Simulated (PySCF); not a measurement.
Constitutional and geometric isomers with formula C3H2O2. Gas-phase values, no solvent. One relaxed conformer stands for each flexible species; it need not be the lowest. Strings in code marks are SMILES.

Computed with PBE-D3(BJ)/def2-TZVP // B3LYP-D3(BJ)/def2-TZVP run with PySCF. Excitations are Tamm–Dancoff values on a coarser integration grid. The basis has no diffuse functions, so Rydberg states are missing or too high.

```
species                          LUMO (eV)  S1–T1 gap (TDA) (eV)  T1 excitation (TDA) (eV)  S1 oscillator strength  HOMO (eV)
-------------------------------  ---------  --------------------  ------------------------  ----------------------  ---------
`C#COC=O`                            -2.17                  0.59                      4.26                   0.000      -6.70
`O=c1cc1O` (C–C–O–H torsion 0°)      -1.36                  0.46                      3.95                   0.001      -5.56
`C1(=O)[C@@H]2O[C@H]12`              -1.95                  0.95                      3.79                   0.000      -6.12
```
